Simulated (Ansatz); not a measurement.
Gas-phase electronic energies from Ansatz, PBE0-D4/def2-TZVP geometries. CCSD(T)/CBS adds triple-zeta CCSD(T) − MP2 to the extrapolated MP2 energy (def2 sets, frozen cores). Functionals use def2-TZVPP. HSE06 is defined as in plane-wave codes. One conformer a species, not always the lowest.

Reaction (redistribution): `COB(N)O` + `FC(F)[SiH3]` → `COBO` + `NC(F)(F)[SiH3]`

```csv
level,ΔE (kJ/mol),difference from CCSD(T)/CBS
BLYP-D4,111.0,-5.7
r2SCAN0-D4,117.1,0.4
CAM-B3LYP-D4,116.9,0.2
B2PLYP,116.5,-0.2
PBE-QIDH,117.0,0.3
r2SCAN,112.6,-4.1
HSE06,113.5,-3.2
LC-ωPBE,116.6,-0.1
CCSD(T)/def2-SVP,106.0,-10.7
MP2/CBS(def2),119.1,2.4
CCSD(T)/CBS,116.7,0
```

Largest T1 diagnostic among the species: 0.013.

In def2-TZVPP, CCSD(T) changes the Hartree–Fock value by −8.8 kJ/mol (the triples alone add −3.1 kJ/mol) and MP2 by −6.4 kJ/mol. Leaving LDA and LC-ωPBE aside and taking each functional with its dispersion term where it has one, the values, not all of them listed here, spread over 13.9 kJ/mol, from PBE-D4 to BHLYP-D4. From PBE to PBE0 (25 % exact exchange), in def2-TZVPP and without D4, ΔE moves by +6.3 kJ/mol.
